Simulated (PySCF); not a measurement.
CH4OSZn. Atoms are numbered in the order given.

```xyz
8

Zn     0.0659     0.0557     0.0839
O      1.2711    -0.7631    -0.9145
C      1.0399    -1.4470    -2.1116
H      0.6160    -0.8057    -2.9130
H      1.9999    -1.8410    -2.4955
H      0.3608    -2.3185    -1.9991
S     -1.2427     1.1283     1.4190
H     -1.4786     0.0285     2.1724
```

The structure is a stationary point at r2SCAN-D4/def2-SVP. The values are those of a single conformer.

The numbers are results of r2SCAN-D4/def2-SVP (PySCF), not measurements.

Frequencies are harmonic and unscaled.

```csv
mode,ν (cm⁻¹),IR (km/mol),moving atoms (share of kinetic energy)
1,57,15.3,H 96 %
2,77,4.0,"Zn 34 %, S 27 %, C 25 %, H 14 %"
3,80,4.7,"H 53 %, Zn 23 %, S 15 %"
4,136,21.7,"O 43 %, H 30 %, Zn 22 %"
5,216,15.3,"O 37 %, C 25 %, Zn 19 %, H 15 %"
6,378,6.1,"S 66 %, O 15 %, Zn 13 %"
7,618,26.0,"H 37 %, O 31 %, Zn 22 %, C 9 %"
8,631,32.7,"H 62 %, O 14 %, Zn 12 %"
9,1146,246.2,"O 45 %, C 39 %, H 15 %"
10,1165,0.2,"H 77 %, C 19 %"
11,1193,39.6,"H 63 %, C 22 %, O 14 %"
12,1473,1.6,H 96 %
13,1473,1.1,H 96 %
14,1476,55.3,"H 89 %, C 10 %"
15,2682,0.5,H 97 %
16,2938,159.6,H 97 %
17,3000,83.4,"H 90 %, C 10 %"
18,3048,58.1,"H 91 %, C 9 %"
```
